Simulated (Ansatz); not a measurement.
A run for Ansatz (an electronic-structure program): U-B2PLYP/def2-TZVPP on O2 (SMILES O=O).

Ansatz 0.2 input:
```yaml
crystal:
  periodic: [false, false, false]
  atoms:
    - {symbol: O, position_ang: [0.00000000, -0.00000000, 0.60215214]}
    - {symbol: O, position_ang: [-0.00000000, 0.00000000, -0.60215214]}
basis:
  gaussian:
    orbitals: def2-TZVPP
hamiltonian:
  xc: {name: B2PLYP}
magnetization: {spin_polarized: true, initial_magnetization: 2}
correlation: {electrons: outside_noble_gas}
```

Predict the final total energy.

-150.2987 hartree.
